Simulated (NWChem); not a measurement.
System: BH, singlet; SMILES [BH]

Parts of the log:

```
             Northwest Computational Chemistry Package (NWChem) 7.3.0
             --------------------------------------------------------

 ORDER OF PRIMARY AXIS IS BEING SET TO 4
 C4V symmetry detected

                             Geometry "geometry" -> ""
                             -------------------------

 Output coordinates in angstroms (scale by  1.889725989 to convert to a.u.)

  No.       Tag          Charge          X              Y              Z
 ---- ---------------- ---------- -------------- -------------- --------------
    1 B                    5.0000     0.00000000     0.00000000     0.20752517
    2 H                    1.0000     0.00000000     0.00000000    -1.03762583

 Effective nuclear repulsion energy (a.u.)       2.1249521102

      Symmetry information
      --------------------

 Group name             C4v
 Group number             18
 Group order               8
 No. of unique centers     2

                                Z-matrix (autoz)
                                --------

 Units are Angstrom for bonds and degrees for angles

      Type          Name      I     J     K     L     M      Value
      ----------- --------  ----- ----- ----- ----- ----- ----------
    1 Stretch                  1     2                       1.24515

  pbe96 is a nonlocal functional; adding pw91lda local functional.

                           NWChem Geometry Optimization
                           ----------------------------

 maximum gradient threshold         (gmax) =   0.000450
 rms gradient threshold             (grms) =   0.000300
 maximum cartesian step threshold   (xmax) =   0.001800
 rms cartesian step threshold       (xrms) =   0.001200
 fixed trust radius                (trust) =   0.300000
 source of zmatrix                         =   autoz

          -------------------
          Energy Minimization
          -------------------

 Using diagonal initial Hessian
 Scaling for Hessian diagonals: bonds = 1.00  angles = 0.25  torsions = 0.10

          --------
          Step   0

                                 NWChem DFT Module
                                 -----------------

 Summary of "ao basis" -> "ao basis" (spherical)
 ------------------------------------------------------------------------------
       Tag                 Description            Shells   Functions and Types
 ---------------- ------------------------------  ------  ---------------------
 B                           sto-3g                  3        5   2s1p
 H                           sto-3g                  1        1   1s

      Symmetry analysis of basis
      --------------------------

        a1          4
        a2          0
        b1          0
        b2          0
        e           2

            General Information
            -------------------
          SCF calculation type: DFT
          Wavefunction type:  closed shell.
          No. of atoms     :     2
          No. of electrons :     6
           Alpha electrons :     3
            Beta electrons :     3
          Charge           :     0
          Spin multiplicity:     1
          Use of symmetry is: on ; symmetry adaption is: on
          Maximum number of iterations: 150
          AO basis - number of functions:     6
                     number of shells:     4
          Convergence on energy requested:  1.00D-06
          Convergence on density requested:  1.00D-05
          Convergence on gradient requested:  5.00D-04

              XC Information
              --------------
          PerdewBurkeErnzerhof Exchange Functional  1.000
            Perdew 1991 LDA Correlation Functional  1.000 local
           PerdewBurkeErnz. Correlation Functional  1.000 non-local

             Grid Information
             ----------------
          Grid used for XC integration:  medium
          Radial quadrature: Mura-Knowles
          Angular quadrature: Lebedev.
          Tag              B.-S. Rad. Rad. Pts. Rad. Cut. Ang. Pts.
          ---              ---------- --------- --------- ---------
          B                   0.85       49           6.0       434
          H                   0.35       45           6.0       434
          Grid pruning is: on
          Number of quadrature shells:    94
          Spatial weights used:  Erf1

      Superposition of Atomic Density Guess
      -------------------------------------

 Sum of atomic energies:         -24.62435646

      Non-variational initial energy
      ------------------------------

 Total energy =     -24.403934
 1-e energy   =     -37.496679
 2-e energy   =      10.967793
 HOMO         =      -0.045861
 LUMO         =       0.222955

      Symmetry analysis of molecular orbitals - initial
      -------------------------------------------------

  Numbering of irreducible representations:

     1 a1          2 a2          3 b1          4 b2          5 e

  Orbital symmetries:

     1 a1          2 a1          3 a1          4 e           5 e
     6 a1

[...]

      ----------------------
      Optimization converged
      ----------------------

  Step       Energy      Delta E   Gmax     Grms     Xrms     Xmax
  ---- ---------------- -------- -------- -------- -------- --------
@    2     -24.86292010 -3.1D-08  0.00000  0.00000  0.00015  0.00026
                                     ok       ok       ok       ok

                                Z-matrix (autoz)
                                --------

 Units are Angstrom for bonds and degrees for angles

      Type          Name      I     J     K     L     M      Value     Gradient
      ----------- --------  ----- ----- ----- ----- ----- ---------- ----------
    1 Stretch                  1     2                       1.26116   -0.00000

                         Geometry "geometry" -> "geometry"
                         ---------------------------------

 Output coordinates in angstroms (scale by  1.889725989 to convert to a.u.)

  No.       Tag          Charge          X              Y              Z
 ---- ---------------- ---------- -------------- -------------- --------------
    1 B                    5.0000     0.00000000     0.00000000     0.21552828
    2 H                    1.0000     0.00000000     0.00000000    -1.04562894

 Effective nuclear repulsion energy (a.u.)       2.0979828654

      Symmetry information
      --------------------

 Group name             C4v
 Group number             18
 Group order               8
 No. of unique centers     2

                Final and change from initial internal coordinates
                --------------------------------------------------

                                Z-matrix (autoz)
                                --------

 Units are Angstrom for bonds and degrees for angles

      Type          Name      I     J     K     L     M      Value       Change
      ----------- --------  ----- ----- ----- ----- ----- ---------- ----------
    1 Stretch                  1     2                       1.26116    0.01601

 ==============================================================================
                                internuclear distances
 ------------------------------------------------------------------------------
       center one      |      center two      | atomic units |  angstroms
 ------------------------------------------------------------------------------
    2 H                |   1 B                |     2.38324  |     1.26116
 ------------------------------------------------------------------------------
                         number of included internuclear distances:          1
 ==============================================================================

[second-derivative integrals and response iterations left out]

  Vibrational analysis via the FX method

  See chapter 2 in "Molecular Vibrations" by Wilson, Decius and Cross

  Vib: Default input used

[...]

 Rotational Constants
 --------------------
 A=   0.000000 cm-1  (  0.000000 K)
 B=  11.479351 cm-1  ( 16.515856 K)
 C=  11.479351 cm-1  ( 16.515856 K)

 Temperature                      =   298.15K
 frequency scaling parameter      =   1.0000

 Linear Molecule

 Zero-Point correction to Energy  =    3.594 kcal/mol  (  0.005728 au)
 Thermal correction to Energy     =    5.075 kcal/mol  (  0.008087 au)
 Thermal correction to Enthalpy   =    5.667 kcal/mol  (  0.009031 au)

 Total Entropy                    =   41.121 cal/mol-K
   - Translational                =   33.387 cal/mol-K (mol. weight =  12.0171)
   - Rotational                   =    7.733 cal/mol-K (symmetry #  =        1)
   - Vibrational                  =    0.000 cal/mol-K

 Cv (constant volume heat capacity) =    4.967 cal/mol-K
   - Translational                  =    2.979 cal/mol-K
   - Rotational                     =    1.986 cal/mol-K
   - Vibrational                    =    0.002 cal/mol-K

[normal modes left out]

 ----------------------------------------------------------------------------
 Normal Eigenvalue ||           Projected Infra Red Intensities
  Mode   [cm**-1]  || [atomic units] [(debye/angs)**2] [(KM/mol)] [arbitrary]
 ------ ---------- || -------------- ----------------- ---------- -----------
    1       -0.000 ||    0.000000           0.000         0.000       0.000
    2        0.000 ||    0.001645           0.038         1.604       0.392
    3        0.000 ||    0.001645           0.038         1.604       0.392
    4        0.000 ||    0.017973           0.415        17.521       4.280
    5        0.000 ||    0.017973           0.415        17.521       4.280
    6     2515.433 ||    0.212744           4.908       207.393      50.657
 ----------------------------------------------------------------------------
```

Level: PBE/STO-3G. Low-valent species are run as closed-shell singlets; no triplet was tried in these runs.

Problem. Reconstruct the input file.

Solution. This is not unique; one that fits is the input that was run:
```
start job
memory heap 200 mb stack 900 mb global 1100 mb
geometry units angstroms
  B      0.000000     0.000000     0.234306
  H      0.000000     0.000000    -1.010845
end
basis spherical
  B library sto-3g
  H library sto-3g
end
dft
  xc xpbe96 cpbe96
  iterations 150
end
driver
  maxiter 120
end
task dft optimize
task dft freq
```
